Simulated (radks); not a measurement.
Results of a calculation; reference values are marked as such.
The nuclear charge of the palladium ion Pd+ is varied continuously with 45 electrons held in [Kr] 4d9. Code: a radial shooting solver on a logarithmic mesh with Libxc functionals. Model: scalar-relativistic Kohn-Sham, PBE, spin-polarised, spherical densities, finite nucleus; open shells are filled with parallel spins first (spin-orbit coupling, left out, can overturn this in heavy ions); Fermi nuclear charge, rms radius 4.5318 fm. By the Hellmann-Feynman theorem dE/dZ = E(electron-nucleus)/Z, the electronic potential at the nucleus (averaged over a nucleus of fixed radius). The scalar-relativistic energy here is not variational (the density holds large components alone), so the two differ by a part that grows with Z.

Z     E (hartree)  E(electron-nucleus)/Z (hartree)  HOMO  e(HOMO) (eV)  <r> HOMO (bohr)
45.5  -4913.76904                         -260.688    4d        -8.304            1.572
46    -5045.46550                         -264.647    4d       -14.265            1.467
46.5  -5179.15447                         -268.601    4d       -21.028            1.383
47    -5314.83483                         -272.554    4d       -28.508            1.312

The central difference of E at Z = 46 is -265.385 hartree, to compare with the third column; the second derivative is -7.97 hartree.
